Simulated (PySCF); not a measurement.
Mn (manganese, neutral) across methods

[Ar] 3d5 4s2, high-spin 6S determinant. Computed with PySCF 2.14 in aug-cc-pVQZ (9s8p6d4f3g2h, 140 functions), with no relativity, point nucleus.

| method | E (hartree) | mean ε 3d α (eV) | mean ε 4s α (eV) | mean ε 4s β (eV) | Σ⟨r²⟩ (bohr²) | ⟨S²⟩ |
| --- | --- | --- | --- | --- | --- | --- |
| PBE0 | -1150.787 | -10.718 | -6.064 | -5.060 | 41.21 | 8.762 |
| r2SCAN | -1150.971 | -8.963 | -5.657 | -4.516 | 41.28 | 8.779 |
| UHF | -1149.86962 | -17.440 | -7.442 | -6.150 | 43.32 | 8.771 |
| LDA | -1148.634 | -8.580 | -5.605 | -4.587 | 40.67 | 8.761 |
| M06-2X | -1150.984 | -13.072 | -6.098 | -5.962 | 41.66 | 8.752 |
| PBE | -1150.750 | -8.400 | -5.419 | -4.414 | 41.12 | 8.762 |
| r2SCANh | -1150.966 | -9.835 | -5.895 | -4.762 | 41.30 | 8.777 |
| TPSSh | -1151.007 | -9.353 | -5.716 | -4.636 | 41.22 | 8.763 |
